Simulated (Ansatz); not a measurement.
Species: CH₃Mg (charge 0, doublet). It need not be the lowest isomer of its formula. SMILES: [CH3][Mg]
Geometry: optimised at B3LYP-D3(BJ)/def2-TZVP (Ansatz, a first-principles code).

Computed values are from Ansatz. Valence correlation only, unless marked. Open shells are spin-unrestricted. Spin-orbit coupling is left out. Non-relativistic. CBS marks a two-point X^-3 extrapolation of the correlation energy; Hartree-Fock from the larger set.

**Question.** What is the atomisation energy De at CCSD(T)/CBS(def2-TZVPPD,def2-QZVPPD)?

**Answer.** 333.8 kcal/mol.

**Question.** What is the T1 diagnostic at CCSD/def2-QZVPPD?

**Answer.** 0.014.

**Question.** What is the dipole moment at CCSD(T)/def2-SVPD?

**Answer.** 0.86 D.

**Question.** What is the total energy at CCSD(T)/CBS(def2-TZVPPD,def2-QZVPPD)?

**Answer.** -239.4704 Eh.
